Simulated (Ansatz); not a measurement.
One change: `C[N](C)[SbH2]` becomes `C[N](C)[MgH]`.

Ansatz, PBE0-D4/def2-TZVP geometries, multiplicity 1. 

Elements past krypton have def2 core potentials.  Spin–orbit coupling is left out; it splits and shifts lone-pair levels of the heavy atoms by tenths of an eV.

```tsv
property	`C[N](C)[SbH2]`
size of the dipole moment (PBE/def2-TZVPP) / D	0.75
zero-point energy (PBE0-D4/def2-TZVP) / kJ/mol	249.4
HOMO energy (PBE0/def2-TZVPP) / eV	-5.91
LUMO energy (PBE/def2-TZVPP) / eV	-1.46
size of the dipole moment (B3LYP/def2-TZVPP) / D	0.85
LUMO energy (PBE0/def2-TZVPP) / eV	-0.68
```

Q: What does the change do to each property? (Best estimate.)

A: Computed: 
```csv
property,`C[N](C)[MgH]`,shift
size of the dipole moment (PBE/def2-TZVPP) / D,0.24,-0.51
zero-point energy (PBE0-D4/def2-TZVP) / kJ/mol,225.2,-24.2
HOMO energy (PBE0/def2-TZVPP) / eV,-5.43,0.48
LUMO energy (PBE/def2-TZVPP) / eV,-1.23,0.23
size of the dipole moment (B3LYP/def2-TZVPP) / D,0.22,-0.63
LUMO energy (PBE0/def2-TZVPP) / eV,-0.51,0.17
```

With PBE0 the HOMO rises by 0.48 eV and the LUMO rises by 0.17 eV, so the gap narrows by about 0.31 eV. PBE moves the HOMO by 0.47 eV and ωB97M-V by 0.36 eV. The zero-point energy changes by -24.2 kJ/mol with -3 modes. Dipoles are sizes alone; their direction can turn.

B3LYP here is the variant with VWN-RPA as its local correlation; programs differ in this.
